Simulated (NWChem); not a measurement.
# AlH₃, triplet; SMILES of the neutral closed-shell parent [AlH3]

```xyz
4

Al    -0.1312    -0.1821     0.0000
H      0.1836     1.5828    -0.4292
H      1.3391    -0.7981     0.0000
H      0.1836     1.5828     0.4292
```
Atoms are numbered in this order, from 1.

Structure relaxed at the PBE0/def2-SVP, spin-unrestricted level. The spin multiplicity was typed, not searched, and may not be the lowest. No stability test was run on the SCF state.

Symmetry labels are those of Cs in the frame above (b1 and b2, or b-type labels, depend on it).

Task: List the 4 lowest vertical excitations from BHandHLYP/aug-cc-pVDZ, spin-unrestricted, TDA (NWChem).

Result: 
```json
[
 {"state": "state 1", "energy (eV)": "3.00", "oscillator strength": "0.000", "symmetry of the excitation": "a'", "<S²>": "2.00"},
 {"state": "state 2", "energy (eV)": "3.69", "oscillator strength": "0.039", "symmetry of the excitation": "a'", "<S²>": "2.00"},
 {"state": "state 3", "energy (eV)": "3.93", "oscillator strength": "0.130", "symmetry of the excitation": "a\"", "<S²>": "2.01"},
 {"state": "state 4", "energy (eV)": "4.12", "oscillator strength": "0.133", "symmetry of the excitation": "a'", "<S²>": "2.00"}
]
```
